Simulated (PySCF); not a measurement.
[PySCF: structure optimised with GFN2-xTB; shieldings: GIAO PBE0/pcSseg-1; in vacuum; one conformer; rapidly exchanging positions averaged; no relativistic terms]

References, each an isolated molecule treated in the same way: ¹H (σref 31.72), ¹³C (σref 186.93) vs TMS. Acid and N–H amide carbonyl carbons lie up to 10 ppm further downfield in solution (hydrogen bonding). Shifts are as computed. Against solution values, carbons near 30 ppm lie about +3 ppm off and those near 130 ppm about +5 ppm. Of 1211 compounds with measured shifts, 218 miss one by over three times the rms of a fit or turn the order of signals round; such compounds aren't used in these exercises. OH and NH positions are gas-phase values without hydrogen bonding to other molecules.

(1) Order these molecules by the shift of their most deshielded carbon, lowest δ first.
A. FC(F)(F)[Si@H](P)N[SiH3]
B. CO[C@@H]1C[C@]1(C)C(=O)F
C. C[C@@H]([SiH3])O[Si@H](O)C#C[SiH3]
D. Cn1cpc([SiH3])c1[SiH3]

(2) Order these molecules by the shift of their most deshielded carbon-bound hydrogen, lowest δ first.
A. CO[C@@H]1C[C@]1(C)C(=O)F
B. Cn1cpc([SiH3])c1[SiH3]
C. C[C@@H]([SiH3])O[Si@H](O)C#C[SiH3]
D. C=C(C)CCC(=O)NC

(3) How many ¹³C and ¹H signals does each give (equivalence by symmetry and fast rotation, but not about amide C–N or C=N bonds)? `FC(F)(F)[Si@H](P)N[SiH3]`, `CO[C@@H]1C[C@]1(C)C(=O)F`, `C[C@@H]([SiH3])O[Si@H](O)C#C[SiH3]`, `C=C(C)CCC(=O)NC`, `Cn1cpc([SiH3])c1[SiH3]`, `O=C(O)/C=C/F`

## Answers

(1) C (122.5 ppm, alkyne carbon), A (138.4 ppm, CF3 carbon), D (167.2 ppm, aromatic CH next to a ring nitrogen), B (174.5 ppm, carbonyl carbon).

(2) A (3.52 ppm, hydrogen on a methyl carbon bonded to O), C (4.07 ppm, hydrogen on an sp3 CH bonded to O and Si), D (5.09 ppm, hydrogen on a terminal =CH2 carbon), B (8.28 ppm, hydrogen on an aromatic CH next to a ring nitrogen).

(3) FC(F)(F)[Si@H](P)N[SiH3]: 1 C, 4 H; CO[C@@H]1C[C@]1(C)C(=O)F: 6 C, 5 H; C[C@@H]([SiH3])O[Si@H](O)C#C[SiH3]: 4 C, 6 H; C=C(C)CCC(=O)NC: 7 C, 7 H; Cn1cpc([SiH3])c1[SiH3]: 4 C, 4 H; O=C(O)/C=C/F: 3 C, 3 H.
